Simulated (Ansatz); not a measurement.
`[O]=[W]([OH])([OH])([F])[Cl]` + HCl → `[O]=[W]([OH])([F])([Cl])[Cl]` + H₂O at 500 K and 1 bar (ligand exchange at a W–O bond).

Gas-phase electronic energies from Ansatz, PBE0-D4/def2-TZVP geometries. CCSD(T)/CBS is the MP2 limit (def2-TZVPP, def2-QZVPP) plus CCSD(T) − MP2 in def2-TZVPP, frozen cores. This one scheme is used for every species. Elements past krypton have def2 core potentials. For W outer-core shells are correlated without core-valence functions, which leaves a few kJ/mol of doubt a bond. Each species was taken in one conformer, which may not be the lowest.

```json
{"species": "`[O]=[W]([OH])([OH])([F])[Cl]`", "CCSD(T)/CBS energy (Eh)": "-853.47141", "H − E (kJ/mol)": "140.8", "S (J/(mol·K))": "455.4"}
{"species": "HCl", "CCSD(T)/CBS energy (Eh)": "-460.38127", "H − E (kJ/mol)": "32.5", "S (J/(mol·K))": "201.9"}
{"species": "`[O]=[W]([OH])([F])([Cl])[Cl]`", "CCSD(T)/CBS energy (Eh)": "-1237.47719", "H − E (kJ/mol)": "106.7", "S (J/(mol·K))": "454.7"}
{"species": "H₂O", "CCSD(T)/CBS energy (Eh)": "-76.37941", "H − E (kJ/mol)": "73.2", "S (J/(mol·K))": "206.3"}
```

H − E and S are ideal-gas, rigid-rotor, harmonic terms from PBE0-D4/def2-TZVP, for one conformer and one mirror image of each species. 1 Eh = 2625.50 kJ/mol, R = 8.31446 J/(mol·K).

**Question.** By hand: ΔE, ΔH, ΔS and ΔG.

**Answer.** ΔE = (-1237.47719) + (-76.37941) − (-853.47141) − (-460.38127) = -0.00392 Eh = -10.3 kJ/mol. Δ(H − E) = 106.7 + 73.2 − 140.8 − 32.5 = 6.6, so ΔH = -3.7 kJ/mol. ΔS = 454.7 + 206.3 − 455.4 − 201.9 = 3.7 J/(mol·K). ΔG = -3.7 − 500 × (3.7)/1000 = -5.6 kJ/mol.

**Question.** By hand: the equilibrium constant, and the temperature at which ΔG would vanish if ΔH and ΔS stayed fixed.

**Answer.** log₁₀ K = −ΔG/(RT ln 10) = 0.6. ΔH and −TΔS have one sign here, so there is no such temperature. One of them is within its doubt of zero, so this could turn.

TΔS isn't small against ΔH here. The sign of ΔG lies within the doubt. A doubt of 5 kJ/mol in ΔE shifts log₁₀ K by 0.5 here. Other conformers and mirror images would add mixing entropy, several J/(mol·K) or more a flexible species. These are equilibria of isolated gas molecules and say nothing of rates. Largest T1 diagnostic: 0.021 (customary marks: 0.02 for closed shells, 0.045 for open ones).
